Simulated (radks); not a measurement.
Results of a calculation; reference values are marked as such.
Q: These are the eigenvalues of the occupied orbitals of an atom or ion with whole-number occupations (Ry). Level of theory: scalar-relativistic Kohn-Sham, XLYP, spin-unpolarised, spherical densities, finite nucleus; Fermi nuclear charge, rms radius of each element as measured or else 0.836 A^(1/3) + 0.57 fm (a radial shooting solver on a logarithmic mesh with Libxc functionals).

| orbital | eigenvalue |
|---|---|
| 1s | -292.0073 |
| 2s | -31.85555 |
| 2p | -26.02853 |
| 3s | -4.71201 |
| 3p | -3.29660 |
| 3d | -1.28123 |

Which element is it, and in what charge state? The configuration may be excited.

A: Z = 20, calcium, charge +2: Ca2+ in [Ne] 3s2 3p5 3d1. The list shows which subshells hold electrons but not how many an open one holds; the 1s level, -146 hartree, gives Z - s = 17.1 by -(Z - s)^2/2, which with screening and relativity narrows Z to a few neighbours, and the depths of the outer levels then fix element, charge and occupations together.
